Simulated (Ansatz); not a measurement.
`B/N=C(/O)[SiH3]` + `O[SiH2]F` → `BO[SiH2]F` + `N=C(O)[SiH3]`  (ligand exchange at a B–N bond)

Computed with Ansatz on PBE0-D4/def2-TZVP structures; ΔE is electronic, products minus reactants. CBS: MP2 limit from def2 TZ/QZ plus the TZ coupled-cluster correction, frozen cores. DFT in def2-TZVPP. HSE06 is defined as in plane-wave codes. One conformer a species, not always the lowest.

```csv
level,ΔE (kJ/mol)
r2SCANh-D4,-14.9
BHLYP-D4,-25.3
ωB97M-V,-22.7
BLYP,-10.0
HSE06,-12.6
RPA@PBE/def2-TZVPP,-32.1
HF/def2-SVP,-39.7
CCSD(T)/def2-SVP,-27.0
```

(1) What does CCSD(T)/CBS give? (Estimate.)

Largest T1 diagnostic among the species: 0.015.

## Answers

(1) Ansatz gave: -25.0 kJ/mol. The listed levels differ from it by 10.1, -0.3, 2.3, 15.0, 12.4, -7.1, -14.7, -2.0 kJ/mol.

From BLYP to BHLYP (50 % exact exchange), in def2-TZVPP and without D4, ΔE moves by −15.5 kJ/mol. Leaving LDA and LC-ωPBE aside and taking each functional with its dispersion term where it has one, the values, not all of them listed here, spread over 20.6 kJ/mol, from BHLYP-D4 to PBE-D4. LDA lies +7.9 kJ/mol from PBE without D4. In def2-TZVPP, CCSD(T) changes the Hartree–Fock value by +17.7 kJ/mol (the triples alone add +2.8 kJ/mol) and MP2 by +21.1 kJ/mol.
